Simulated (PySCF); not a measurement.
Below is a simulated gas-phase S 2p photoelectron spectrum of (BeS)3 ring (Be3S3).

Every computed line was given a Gaussian of 0.8 eV full width at half maximum and an area set by the number of equivalent atoms (split 2:1 within a doublet); the highest printed point is 100. Method: PySCF 2.14.0, delta-SCF UKS SCAN, pcX-2 on the ionised atom, pcseg-1 elsewhere, spin-free X2C.

binding energy (eV), intensity and a bar:
```
    167.6          0 
    167.7          1 
    167.8          2 
    167.9          4 #
    168.0          8 ##
    168.1         15 #####
    168.2         26 ########
    168.3         40 ############
    168.4         58 #################
    168.5         75 #######################
    168.6         90 ###########################
    168.7         99 ##############################
    168.8        100 ##############################
    168.9         93 ############################
    169.0         79 ########################
    169.1         62 ###################
    169.2         47 ##############
    169.3         35 ##########
    169.4         28 ########
    169.5         27 ########
    169.6         31 #########
    169.7         38 ###########
    169.8         44 #############
    169.9         49 ###############
    170.0         50 ###############
    170.1         48 ##############
    170.2         41 ############
    170.3         33 ##########
    170.4         24 #######
    170.5         16 #####
    170.6         10 ###
    170.7          6 ##
    170.8          3 #
    170.9          1 
    171.0          1 
    171.1          0
```

Problem. Count the maxima, the lines and the sites behind this envelope.

Solution. The curve has 2 maxima (at 168.8 and 170.0 eV). Under it lie 2 lines from 1 inequivalent sulfur site, drawn as a 2p3/2, 2p1/2 pair.

Problem. Decompose the envelope and assign each component. Bonds: Be1–S2, Be1–S6, S2–Be3, Be3–S4, S4–Be5, Be5–S6.

Solution. 
| position (eV) | relative area | line | atoms | environment |
| --- | --- | --- | --- | --- |
| 168.76 | 2.00 | S 2p3/2 | S2/S4/S6 | sulfur bonded to 2 Be |
| 169.99 | 1.00 | S 2p1/2 | S2/S4/S6 | sulfur bonded to 2 Be |

Problem. What are the centre and the root-mean-square width of the whole band?

Solution. The area-weighted mean of the lines is 169.17 eV. Their own spread about it is 0.58 eV (rms) and each Gaussian has σ = 0.8/2.355 = 0.34 eV; the variances add, which gives 0.67 eV.

No satellites, vibrations or lifetime broadening are included. Atoms equivalent by their bonding share one computed value, that of the first of them. Spin–orbit coupling isn't in the SCF: each 2p doublet comes from a relaxed spin-free hole plus a matrix of the shell (mean-field spin–orbit coupling and the ground-state 2p splitting), with 2p3/2 averaged over its two sublevels. 2p1/2 minus 2p3/2 (ligand field included): S 1.23 eV. One conformer (not necessarily the lowest) at the PBE0-D3(BJ)/def2-SVP geometry, without solvent, vibrations or thermal averaging.
